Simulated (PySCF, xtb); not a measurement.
Sn(OH)3(OSiH3) (H6O4SiSn), SMILES [OH][Sn]([OH])([OH])[O][SiH3].

GFN2-xTB (xtb) at its own geometry gives an orbital gap of 4.27 eV and a dipole moment of 0.91 D.

Geometry optimised at r2SCAN-D4/def2-SVP. A frequency run showed that this geometry is not a minimum. The def2 effective core potentials stand for the cores of Sn; spin–orbit coupling is left out. The values are those of a single conformer.

Q: What does B3LYP/def2-TZVP (PySCF) give? (Estimate from the structure and the level; the computed values follow.)

A: gap 6.09 eV (levels -8.54 and -2.45 eV), dipole 1.01 D.
